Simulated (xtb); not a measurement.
xtb input (GFN1-xTB):

```bash
xtb mol.xyz --gfn 1 --sp --chrg 0 --uhf 0
```
mol.xyz:
```
5

Cl     0.05781513    -0.11866280     2.34116141
Si     0.00755757    -0.01551155     0.30603553
Br    -1.19899120    -1.68878711    -0.47717232
Br     2.06506895    -0.15020751    -0.47979491
Br    -0.89718241     1.90283545    -0.30258253
```

End of the output:

```
         :::::::::::::::::::::::::::::::::::::::::::::::::::::
         ::                     SUMMARY                     ::
         :::::::::::::::::::::::::::::::::::::::::::::::::::::
         :: total energy             -17.984191792403 Eh    ::
         :: gradient norm              0.043688821342 Eh/a0 ::
         :: HOMO-LUMO gap              6.211289137951 eV    ::
         ::.................................................::
         :: SCC energy               -18.050340632814 Eh    ::
         :: -> electrostatic           0.005234218126 Eh    ::
         :: repulsion energy           0.069873472019 Eh    ::
         :: dispersion energy         -0.003724631608 Eh    ::
         :: halogen bond corr.         0.000000000000 Eh    ::
         :: add. restraining           0.000000000000 Eh    ::
         :: total charge               0.000000000000 e     ::
         :::::::::::::::::::::::::::::::::::::::::::::::::::::

           -------------------------------------------------
          |                Property Printout                |
           -------------------------------------------------

    * Orbital Energies and Occupations

         #    Occupation            Energy/Eh            Energy/eV
      -------------------------------------------------------------
         1        2.0000           -0.9076998             -24.6998
       ...           ...                  ...                  ...
         4        2.0000           -0.7096453             -19.3104
         5        2.0000           -0.5772807             -15.7086
         6        2.0000           -0.4904856             -13.3468
         7        2.0000           -0.4900030             -13.3337
         8        2.0000           -0.4900030             -13.3337
         9        2.0000           -0.4704907             -12.8027
        10        2.0000           -0.4704907             -12.8027
        11        2.0000           -0.4498056             -12.2398
        12        2.0000           -0.4498056             -12.2398
        13        2.0000           -0.4498047             -12.2398
        14        2.0000           -0.4383265             -11.9275
        15        2.0000           -0.4383265             -11.9275
        16        2.0000           -0.4342248             -11.8159 (HOMO)
        17                         -0.2059641              -5.6046 (LUMO)
Note: The following floating-point exceptions are signalling: IEEE_DENORMAL
normal termination of xtb
        18                         -0.1781166              -4.8468
        19                         -0.1781166              -4.8468
        20                         -0.1750106              -4.7623
        21                         -0.1127637              -3.0685
        22                         -0.1127637              -3.0685
        23                         -0.1002115              -2.7269
        24                         -0.0979546              -2.6655
        25                         -0.0979546              -2.6655
        26                         -0.0853218              -2.3217
        27                         -0.0852564              -2.3199
       ...                                ...                  ...
        45                          1.0674655              29.0472
      -------------------------------------------------------------
                  HL-Gap            0.2282607 Eh            6.2113 eV
             Fermi-level           -0.3200944 Eh           -8.7102 eV

  Mulliken/CM5 charges         n(s)   n(p)   n(d)
     1Cl   -0.13694 -0.09405   1.890  5.258 -0.011
     2Si    0.37954  0.15023   1.082  1.370  1.168
     3Br   -0.08087 -0.01872   1.911  5.186 -0.016
     4Br   -0.08087 -0.01872   1.911  5.186 -0.016
     5Br   -0.08087 -0.01872   1.911  5.186 -0.016

Wiberg/Mayer (AO) data.
largest (>0.10) Wiberg bond orders for each atom

 ---------------------------------------------------------------------------
     #   Z sym  total        # sym  WBO       # sym  WBO       # sym  WBO
 ---------------------------------------------------------------------------
     1  17 Cl   1.392 --     2 Si   1.290
     2  14 Si   5.156 --     1 Cl   1.290     4 Br   1.289     3 Br   1.289
                             5 Br   1.289
     3  35 Br   1.403 --     2 Si   1.289
     4  35 Br   1.403 --     2 Si   1.289
     5  35 Br   1.403 --     2 Si   1.289
 ---------------------------------------------------------------------------

Topologies differ in total number of bonds
Writing topology from bond orders to xtbtopo.mol

 dipole moment from electron density (au)
     X       Y       Z
  -0.0006   0.0013  -0.0255  total (Debye):    0.065

           -------------------------------------------------
          | TOTAL ENERGY              -17.984191792403 Eh   |
          | GRADIENT NORM               0.043688821342 Eh/α |
          | HOMO-LUMO GAP               6.211289137951 eV   |
           -------------------------------------------------

------------------------------------------------------------------------
------------------------------------------------------------------------
 total:
 SCF:
```
